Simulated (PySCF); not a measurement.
[La(H2O)4]3+ at several levels of theory

Computed with PySCF 2.14.0 (density fitting, no spin-orbit coupling) at the geometry relaxed with PBE:

```xyz
13
[La(H2O)4]3+ (singlet)
La    0.0000    0.0000    0.0000
O     1.4419    1.3635    1.4251
H     1.3665    1.5323    2.3998
H     2.2564    1.8713    1.1726
O    -1.4419   -1.4251    1.3635
H    -2.2569   -1.1725    1.8709
H    -1.3660   -2.4000    1.5327
O     1.4419   -1.3635   -1.4251
H     2.2564   -1.8713   -1.1726
H     1.3665   -1.5323   -2.3998
O    -1.4419    1.4251   -1.3635
H    -1.3660    2.4000   -1.5327
H    -2.2569    1.1725   -1.8709
```

| level | basis | state | HOMO (eV) | gap (eV) | charge on La1 (e) | population of f-type functions on La1 (core shells left out) | dipole about the centre of mass (D) | largest force component (eV/Å) |
| --- | --- | --- | --- | --- | --- | --- | --- | --- |
| PBE | La def2-SVP with ECP46, O def2-SVP, H def2-SVP | singlet | -21.69 | 5.86 | 1.68 | 0.12 | 0.00 | 0.02 |
| CAM-B3LYP | the same | singlet | -25.08 | 11.26 | 1.82 | 0.12 | 0.00 | 0.36 |
| HF | the same | singlet | -28.43 | 17.10 | 2.17 | 0.10 | 0.00 | 1.34 |
| revPBE | the same | singlet | -21.65 | 5.92 | 1.70 | 0.12 | 0.00 | 0.10 |
| PBE | La def2-TZVP with ECP46, O def2-TZVP, H def2-TZVP | singlet | -21.82 | 5.92 | 1.96 | 0.11 | 0.00 | 0.22 |
| PBE | La x2c-SVPall, O x2c-SVPall, H x2c-SVPall | singlet | -21.77 | 5.73 | 1.69 | 0.14 | 0.00 | 0.20 |

Charges are Mulliken's, which hang on the basis. The relaxation used the grid (50, 194), these runs (75, 302) or, all-electron (x2c bases, spin-free X2C Hamiltonian), (99, 590).

Question: What does PBE0 with La def2-SVP with ECP46, O def2-SVP, H def2-SVP give here?

Answer: state singlet, HOMO (eV) -23.58, gap (eV) 8.61, charge on La1 (e) 1.83, population of f-type functions on La1 (core shells left out) 0.12, dipole about the centre of mass (D) 0.00, largest force component (eV/Å) 0.48. Time: 8.4 s on 2 threads of Arm Neoverse V1, with other jobs on the host, from an already converged density.

In the first row's basis the gap widens with exact exchange: 5.9 eV for PBE, revPBE (none); 8.6 eV for PBE0 (a fixed share); 11.3 to 17.1 eV for CAM-B3LYP, Hartree–Fock (rising or full at long range).

A frequency check found unstable modes (1, the lowest at -17 cm⁻¹), so the relaxed geometry is a saddle point, or these are noise.
